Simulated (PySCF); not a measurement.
# Ionisation energy of Sr⁺ by level of theory

Sr⁺ [Kr] 5s1 (2S) → Sr²⁺ [Kr] (1S), as a difference of total energies. Calculation: PySCF 2.14, in x2c-SVPall; the spin-free X2C one-electron Hamiltonian (Gaussian nucleus). The calculations carry no spin-orbit coupling.

```csv
method,ionisation energy (eV)
UHF,10.436
M06-L,10.269
PBE0,11.035
```

For comparison: 11.030 eV (measured; NIST Atomic Spectra Database, ionization energies).
